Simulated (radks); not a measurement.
Initial-state core-level shifts of the technetium ion Tc2+ when its valence configuration changes from [Kr] 4d5. Method: scalar-relativistic Kohn-Sham, PBE, spin-polarised, spherical densities, finite nucleus; open shells are filled with parallel spins first (spin-orbit coupling, left out, can overturn this in heavy ions); Fermi nuclear charge, rms radius 4.4112 fm; computed with a radial shooting solver on a logarithmic mesh with Libxc functionals. Shifts are changes of the shell-averaged eigenvalues in eV (positive: less bound); the change of the density at the nucleus, which sets a Mossbauer isomer shift, is in e/bohr^3, on a base of 1.023e+05.

valence           1s       3s       3d       4p  density at nucleus
4d4 5p1       -5.832   -6.000   -6.028   -5.244               +3.16
4d4 5s1       -4.651   -4.820   -4.851   -4.086              +25.79
4d2 5s1 5p2  -17.158  -17.648  -17.759  -14.746              +38.33
4d3 5s2       -9.770  -10.076  -10.144   -8.473              +53.14
4d4.5 5p0.5   -2.878   -2.961   -2.974   -2.612               +1.48
4d3.5 5p1.5   -8.851   -9.103   -9.149   -7.885               +5.04
4d4.5 5s0.5   -2.281   -2.366   -2.381   -2.023              +12.36
4d3.5 5s1.5   -7.178   -7.414   -7.463   -6.277              +38.81
